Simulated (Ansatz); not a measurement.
The same path of Cl$_{3}$FH$_{3}$HfN (9 atoms, charge 0, multiplicity 1) was run twice with different band settings.

Method: RKS PBE/def2-SVP in Ansatz 0.2.0.

Relaxed end points:

```xyz
9
Properties=species:S:1:pos:R:3
Hf 0.464 0.431 -0.010
N -0.282 0.401 2.322
H -1.211 -0.033 2.436
H 0.357 -0.125 2.936
F 1.048 0.454 -1.833
Cl -1.573 1.626 -0.296
Cl 0.347 -1.929 0.274
Cl 2.312 1.583 0.947
H -0.356 1.346 2.727
```

```xyz
9
Properties=species:S:1:pos:R:3
Hf -0.073 0.654 0.027
N 0.451 0.096 2.347
H -0.363 0.174 2.974
H 0.799 -0.870 2.443
F 1.794 0.213 -0.083
Cl -0.452 1.174 -2.253
Cl -1.608 -1.149 0.293
Cl -0.621 2.752 1.012
H 1.180 0.710 2.741
```

Common settings: spring 5.0 eV/Å²; optimiser quadratic models (default); start path through a guess of the saddle point; force threshold 0.05 eV/Å; iteration limit 60; end points relaxed.

| run | movable images | climbing image |
| --- | --- | --- |
| 1 | 7 | yes |
| 2 | 1 | no |

(1) What does each run give, and how far can it be trusted?

Answers

(1) Run 1: converged after 15 iterations, highest image 0.252 eV above the first end. A vibrational analysis at the climbing image gives one clearly imaginary mode, 44i cm⁻¹: a first-order saddle point.
Run 2: converged after 14 iterations, highest image 0.249 eV above the first end. No image climbed, so the highest image needn't sit at the top of the path. So few images can step over the top or miss a turn of the path.
